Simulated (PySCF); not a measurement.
Stretching IBr

Set-up: basis I x2c-TZVPPall, Br x2c-TZVPPall; spin-free X2C with a Gaussian nucleus; PySCF 2.14. Energies in eV from I + Br in their ground configurations at the same level. State: ¹Σ⁺ (singlet), closed shell.

Curves on a restricted Hartree–Fock reference rise too fast on stretching and do not dissociate correctly.

```
R (Å)  RHF-SCS-MP2  RHF-CCSD(T)   ωB97X
2.127       -0.607               -0.669
2.226       -1.384       -1.322  -1.438
2.325       -1.799       -1.750  -1.842
2.399       -1.942       -1.905  -1.977
2.473       -1.983       -1.958  -2.007
2.547       -1.948       -1.937  -1.959
2.646       -1.820       -1.829  -1.812
2.770       -1.579       -1.618  -1.542
2.918       -1.233       -1.317  -1.153
3.116       -0.759               -0.603
```

Problem. Put a parabola through the three lowest points of the RHF-SCS-MP2 curve and estimate Re, k and ωe (reduced mass 48.66 u; 1 eV/Å² = 0.16022 mdyn/Å; ωe = 1302.8·√(k/μ) cm⁻¹).

Solution. Through R = 2.399, 2.473, 2.547 Å the second-order coefficient is 6.94 eV/Å², so Re ≈ 2.476 Å, k ≈ 2.22 mdyn/Å and ωe ≈ 278 cm⁻¹. A polynomial fit of higher order to the unrounded RHF-SCS-MP2 energies gives Re = 2.472 Å, k = 2.19 mdyn/Å, ωe = 277 cm⁻¹; anharmonicity and rounding make the difference.

The higher-order fit for each curve: RHF-SCS-MP2: Re = 2.472 Å, ωe = 277 cm⁻¹, De = 1.98 eV; RHF-CCSD(T): Re = 2.485 Å, ωe = 266 cm⁻¹, De = 1.96 eV; ωB97X: Re = 2.461 Å, ωe = 286 cm⁻¹, De = 2.01 eV.

Correlated steps freeze 27 core orbitals. These are scalar-relativistic numbers at best; spin–orbit coupling would shift them, the dissociation energy most. Where the molecule has an RHF reference, its open-shell atoms are computed with UHF.
